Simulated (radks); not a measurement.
Values are calculated unless marked as measured or tabulated.
Q: These are the eigenvalues of the occupied orbitals of an atom or ion with whole-number occupations (eV). Level of theory: Dirac Kohn-Sham, SOGGA, spin-unpolarised, spherical densities, finite nucleus; Fermi nuclear charge, rms radius of each element as measured or else 0.836 A^(1/3) + 0.57 fm (a radial shooting solver on a logarithmic mesh with Libxc functionals).

1s1/2: -10228.02
2s1/2: -1271.710
2p1/2: -1127.252
2p3/2: -1099.646
3s1/2: -157.3319
3p1/2: -110.5198
3p3/2: -106.8230
3d3/2: -28.0902
3d5/2: -27.5944
4s1/2: -11.1707
4p1/2: -3.8521

Which element is it, and in what charge state? The configuration may be excited. Open shells, if any, fill j = l - 1/2 first.

A: Z = 31, gallium, charge 0: Ga in [Ar] 3d9 4s2 4p2. The list shows which subshells hold electrons but not how many an open one holds; the 1s level, -375.87 hartree, gives Z - s = 27.4 by -(Z - s)^2/2, which with screening and relativity narrows Z to a few neighbours, and the depths of the outer levels then fix element, charge and occupations together.
